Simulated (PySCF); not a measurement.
# Unknown compound

Molecular formula: C5H12O3Si. Simulated spectra:

$^{1}$H NMR (400 MHz, computed): δ 4.56 (s, 1H), 4.34 (m, 2H), 4.22 (m, 2H), 3.94 (q, 2H), 2.24 (m, 1H), 1.27 (t, 3H), 1.23 (m, 1H).

$^{13}$C{$^{1}$H} NMR (computed): δ 66.9 (CH2), 59.5 (CH2), 36.1 (CH2), 19.9 (CH3).

PySCF 2.14 calculation with σ from GIAO-PBE0/pcSseg-1 and coordinates at the GFN2-xTB level; rapidly exchanging positions averaged, relativity neglected, isolated molecule, a single conformation.

Chemical shifts δ = σref − σ; $^{1}$H, $^{13}$C vs TMS, all at this level.

Choose the structure that fits.
A. CC(=O)OC(C)(C)[SiH2]O
B. CC(C)OC(=O)OC[SiH3]
C. CCO[SiH]1OCCCO1
D. CO[SiH2]C(=O)OC(C)C
E. COC(C)(C)[SiH2]C(=O)O

## Answers

C. 

1. Rings plus π bonds: 1 (1 ring in the answer).
2. 4 carbon signals for 5 carbons: some carbons are equivalent by symmetry or fast rotation.
3. Carbon types of the structure: 4 × CH2, 1 × CH3, leaving 1 H on heteroatoms.
4. δC 66.9, 59.5: sp3 CH2 bonded to O; pulled downfield by the heteroatom.
5. δC 36.1: sp3 CH2 in a ring; a saturated carbon with 2 carbon neighbours and no heteroatom attached.
6. δC 19.9: methyl carbon; saturated and bonded to C and H only.
7. δH 4.34, 4.22, 3.94: hydrogen on an sp3 CH2 bonded to O; its carbon carries O, which withdraws density.
8. δH 2.24, 1.23: hydrogen on an sp3 CH2 in a ring.

The others: CO[SiH2]C(=O)OC(C)C would give 4 signals for carbon-bound and other non-exchanging H, not 7; COC(C)(C)[SiH2]C(=O)O would give 3 signals for carbon-bound and other non-exchanging H, not 7; CC(=O)OC(C)(C)[SiH2]O would give 3 signals for carbon-bound and other non-exchanging H, not 7; CC(C)OC(=O)OC[SiH3] would give 4 signals for carbon-bound and other non-exchanging H, not 7.

Shifts are as computed. Against solution values, carbons near 30 ppm lie about +3 ppm off and those near 130 ppm about +5 ppm. Of 1211 compounds with measured shifts, 218 miss one by over three times the rms of a fit or turn the order of signals round; such compounds aren't used in these exercises. No couplings were computed; multiplicities are counted from neighbouring protons, with m where these are inequivalent, close in shift, in a saturated or five-membered ring or joined by F or P, and br s for small geminal =CH2 splittings.
